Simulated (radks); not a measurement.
Q: The mean radii <r> (bohr) of the occupied orbitals of an atom or ion are listed with their occupations. Method: scalar-relativistic Kohn-Sham, r2SCAN, spin-polarised, spherical densities, finite nucleus; meta-GGA in the generalised Kohn-Sham scheme; Fermi nuclear charge, rms radius of each element as measured or else 0.836 A^(1/3) + 0.57 fm; computed with a radial shooting solver on a logarithmic mesh with Libxc functionals.

orbital  occ.      <r>
1s up       1  0.02782
1s down     1  0.02782
2s up       1   0.1198
2s down     1   0.1198
2p up       3   0.1048
2p down     3   0.1048
3s up       1   0.3214
3s down     1   0.3214
3p up       3   0.3198
3p down     3   0.3198
3d up       5   0.2968
3d down     5   0.2968
4s up       1   0.7657
4s down     1   0.7662
4p up       3   0.8218
4p down     3   0.8218
4d up       5   0.9739
4d down     5   0.9662
5s up       1    2.053
5s down     1    2.025
5p up       3    2.451

Name the element and its charge. Open shells, if any, are filled with parallel spins first.

A: Z = 52, tellurium, charge +1: Te+ in [Kr] 4d10 5s2 5p3. The 1s radius gives Z: for a bare nucleus <r> = (2 gamma + 1)/(2Z) with gamma = sqrt(1 - (Z/c)^2), 0.02741 bohr for Z = 52, and screening makes it slightly larger (0.02782 here). The occupations add up to 51, and the charge is Z minus that.
